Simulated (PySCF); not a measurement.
C₃H₄, triplet, at a GFN2-xTB geometry (a higher spin typed on purpose: for a closed-shell molecule this is an excited state); PySCF with CAMB3LYP/def2-SVPD.

The PySCF input:
```python
from pyscf import gto, scf, dft

mol = gto.M(
    atom='''
C     1.276646   -0.070834    0.004906
C    -0.005771    0.282904    0.170940
C    -1.273840   -0.066714   -0.088017
H     1.579451   -0.970743   -0.528208
H     2.082339    0.528773    0.397807
H    -2.104050    0.535536    0.245284
H    -1.539950   -0.965704   -0.641858
''',
    basis='def2-svpd',
    charge=0,
    spin=2,
    verbose=4,
)

mf = dft.UKS(mol)
mf.xc = 'camb3lyp'
mf.kernel()
```

### Question
Predict the main parts of the log of this PySCF run.

### Answer

```
PySCF version 2.14.0

[INPUT] verbose = 4
[INPUT] num. atoms = 7
[INPUT] num. electrons = 22
[INPUT] charge = 0
[INPUT] spin (= nelec alpha-beta = 2S) = 2
[INPUT] symmetry False subgroup None
[INPUT] Mole.unit = angstrom
[INPUT] Symbol           X                Y                Z      unit          X                Y                Z       unit  Magmom
[INPUT]  1 C      1.276646000000  -0.070834000000   0.004906000000 AA    2.412511298021  -0.133856860307   0.009270996367 Bohr   0.0
[INPUT]  2 C     -0.005771000000   0.282904000000   0.170940000000 AA   -0.010905609465   0.534611079544   0.323029783733 Bohr   0.0
[INPUT]  3 C     -1.273840000000  -0.066714000000  -0.088017000000 AA   -2.407208726516  -0.126071188674  -0.166328024306 Bohr   0.0
[INPUT]  4 H      1.579451000000  -0.970743000000  -0.528208000000 AA    2.984729817170  -1.834438407339  -0.998168456804 Bohr   0.0
[INPUT]  5 H      2.082339000000   0.528773000000   0.397807000000 AA    3.935050408501   0.999236152065   0.751746280435 Bohr   0.0
[INPUT]  6 H     -2.104050000000   0.535536000000   0.245284000000 AA   -3.976078252391   1.012016369845   0.463519582738 Bohr   0.0
[INPUT]  7 H     -1.539950000000  -0.965704000000  -0.641858000000 AA   -2.910083745524  -1.824916077397  -1.212935830861 Bohr   0.0

nuclear repulsion = 58.6541079160288
number of shells = 40
number of NR pGTOs = 130
number of NR cGTOs = 92
basis = def2-svpd
ecp = {}

******** <class 'pyscf.dft.uks.UKS'> ********
method = UKS
initial guess = minao
damping factor = 0
level_shift factor = 0
DIIS = <class 'pyscf.scf.diis.CDIIS'>
diis_start_cycle = 1
diis_space = 8
diis_damp = 0
SCF conv_tol = 1e-09
SCF conv_tol_grad = None
SCF max_cycles = 50
direct_scf = True
direct_scf_tol = 1e-13
number electrons alpha = 12  beta = 10
XC library pyscf.dft.libxc version 7.1.2
    S. Lehtola, C. Steigemann, M. J. T. Oliveira, and M. A. L. Marques,  SoftwareX 7, 1–5 (2018)
XC functionals = camb3lyp
    T. Yanai, D. P. Tew, and N. C. Handy,  Chem. Phys. Lett. 393, 51 (2004)
radial grids:
    Treutler-Ahlrichs [JCP 102, 346 (1995); DOI:10.1063/1.469408] (M4) radial grids

becke partition: Becke, JCP 88, 2547 (1988); DOI:10.1063/1.454033
pruning grids: <function nwchem_prune>
grids dens level: 3
symmetrized grids: False
atomic radii adjust function: <function treutler_atomic_radii_adjust>
small_rho_cutoff = 0
Set gradient conv threshold to 3.16228e-05
tot grids = 81592
init E= -116.665592157928

cycle= 1 E= -116.407175578785  delta_E= 0.258  |g|= 0.125  |ddm|= 2.88
cycle= 2 E= -116.419865939735  delta_E= -0.0127  |g|= 0.0644  |ddm|= 0.347
cycle= 3 E= -116.422625086304  delta_E= -0.00276  |g|= 0.0254  |ddm|= 0.162
cycle= 4 E= -116.423276766573  delta_E= -0.000652  |g|= 0.00915  |ddm|= 0.0657
cycle= 5 E= -116.423361730052  delta_E= -8.5e-05  |g|= 0.00389  |ddm|= 0.0229
cycle= 6 E= -116.42338851138  delta_E= -2.68e-05  |g|= 0.00105  |ddm|= 0.0122
cycle= 7 E= -116.423391077303  delta_E= -2.57e-06  |g|= 0.000325  |ddm|= 0.00441
cycle= 8 E= -116.423391274049  delta_E= -1.97e-07  |g|= 8.12e-05  |ddm|= 0.00142
cycle= 9 E= -116.423391285881  delta_E= -1.18e-08  |g|= 1.94e-05  |ddm|= 0.000475
cycle= 10 E= -116.423391286588  delta_E= -7.07e-10  |g|= 5.41e-06  |ddm|= 0.000152
Extra cycle  E= -116.423391286636  delta_E= -4.84e-11  |g|= 2.41e-06  |ddm|= 3.12e-05
converged SCF energy = -116.423391286636  <S^2> = 2.0236247  2S+1 = 3.0157087
```
